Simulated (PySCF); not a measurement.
**Levels of V⁴⁺ from EOM-EA-GCCSD**

Reference: closed-shell V⁵⁺, [Ar]; one electron is added. Calculated with PySCF 2.14, two-component X2C-1e with screened spin-orbit coupling, x2c-TZVPPall-2c with one added diffuse shell each of s, p, d, f type (7s8p5d3f1g, 86 functions); frozen 1s2; of the others 110 kept and the rest restored at second order. No Breit or QED terms. Binding energies in eV.

| level | Koopmans |
| --- | --- |
| 3d3/2 | 63.261 |
| 3d5/2 | 63.185 |
| 4s1/2 | 44.851 |
| 4p1/2 | 38.847 |
| 4p3/2 | 38.690 |
| 4d3/2 | 28.122 |

(1) How does correlation move these levels?

For comparison, the ionisation energy of V⁴⁺ is 65.282 eV (measured; NIST Atomic Spectra Database, ionization energies).

The screened spin-orbit operator tends to give fine-structure splittings of light species too large.

Gaps of this size point to the basis (7s8p5d3f1g), which has few functions of high l to correlate and polarise the inner shells.

The highest levels are limited by the diffuse functions of the basis.

## Answers

(1) 3d3/2: second order 64.837, EOM-CCSD 64.752; 3d5/2: second order 64.755, EOM-CCSD 64.671; 4s1/2: second order 45.667, EOM-CCSD 45.636; 4p1/2: second order 39.564, EOM-CCSD 39.557; 4p3/2: second order 39.398, EOM-CCSD 39.391; 4d3/2: second order 28.655, EOM-CCSD 28.687.
